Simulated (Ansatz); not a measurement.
`Cl[Si]Br` + HCl → `Cl[Si]Cl` + HBr at 600 K and 1 bar (ligand exchange at the Si–Br bond).

Computed with Ansatz on PBE0-D4/def2-TZVP structures; ΔE is electronic, products minus reactants. CCSD(T)/CBS adds triple-zeta CCSD(T) − MP2 to the extrapolated MP2 energy (def2 sets, frozen cores). This one scheme is used for every species. For Br outer-core shells are correlated without core-valence functions, which leaves a few kJ/mol of doubt a bond. Scalar relativity is left out up to krypton.

| species | CCSD(T)/CBS energy (Eh) | H − E (kJ/mol) | S (J/(mol·K)) |
| --- | --- | --- | --- |
| `Cl[Si]Br` | -3322.23177 | 36.0 | 337.7 |
| HCl | -460.38127 | 35.4 | 207.2 |
| `Cl[Si]Cl` | -1208.69388 | 36.3 | 319.6 |
| HBr | -2573.91920 | 33.5 | 219.1 |

H − E and S are ideal-gas, rigid-rotor, harmonic terms from PBE0-D4/def2-TZVP. 1 Eh = 2625.50 kJ/mol, R = 8.31446 J/(mol·K).

**Question.** By hand: ΔE, ΔH, ΔS and ΔG.

**Answer.** ΔE = (-1208.69388) + (-2573.91920) − (-3322.23177) − (-460.38127) = -0.00004 Eh = -0.1 kJ/mol. Δ(H − E) = 36.3 + 33.5 − 36.0 − 35.4 = -1.6, so ΔH = -1.7 kJ/mol. ΔS = 319.6 + 219.1 − 337.7 − 207.2 = -6.2 J/(mol·K). ΔG = -1.7 − 600 × (-6.2)/1000 = 2.0 kJ/mol.

**Question.** By hand: the equilibrium constant, and the temperature at which ΔG would vanish if ΔH and ΔS stayed fixed.

**Answer.** log₁₀ K = −ΔG/(RT ln 10) = -0.2. ΔG = 0 at ΔH/ΔS = 274 K, though so small a ΔH makes that figure unsure.

TΔS isn't small against ΔH here. The sign of ΔG lies within the doubt. A doubt of 5 kJ/mol in ΔE shifts log₁₀ K by 0.4 here. These are equilibria of isolated gas molecules and say nothing of rates. Largest T1 diagnostic: 0.013 (customary marks: 0.02 for closed shells, 0.045 for open ones).
